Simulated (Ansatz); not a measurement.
`[OH][W]([OH])([OH])([F])([Cl])[Cl]`, relaxed with RKS PBE0-D4/def2-TZVP in Ansatz from a GFN2-xTB geometry. The force threshold is 0.005 eV/Å; the program also tests the step.

Total charge 0; spin multiplicity 1. W: def2 effective core potential.

Start:

```xyz
10

O    -0.180    1.429    0.777
W     0.020   -0.163   -0.088
O    -1.011    0.358   -1.483
O     1.072   -0.849    1.216
F     0.227   -1.803   -0.979
Cl   -1.880   -1.053    0.982
Cl    1.934    0.620   -1.215
H    -0.282    2.271    1.237
H    -1.535    0.524   -2.276
H     1.635   -1.335    1.831
```

Problem. How much energy does the relaxation release, and in how many steps? (Estimate.)

Solution. The calculation gave: 35.61 kJ/mol, in 23 steps, 1 of them rejected.

Problem. Which bonds change most? (An estimate is asked.)

Solution. Ansatz gave: W2–O3 from 1.810 to 1.863 Å; W2–O4 from 1.811 to 1.863 Å; W2–Cl6 from 2.355 to 2.306 Å; O1–W2 from 1.822 to 1.846 Å.

Problem. Give the relaxed structure. (Best estimate.)

Solution. Ansatz gave: 
```xyz
10

O    -0.336    1.557    0.954
W    -0.106   -0.043    0.062
O    -1.119    0.371   -1.447
O     0.990   -0.870    1.321
F     0.352   -1.567   -0.970
Cl   -1.967   -0.962    1.067
Cl    1.779    0.991   -0.911
H     0.138    2.390    0.967
H    -1.179   -0.160   -2.245
H     1.448   -1.707    1.203
```
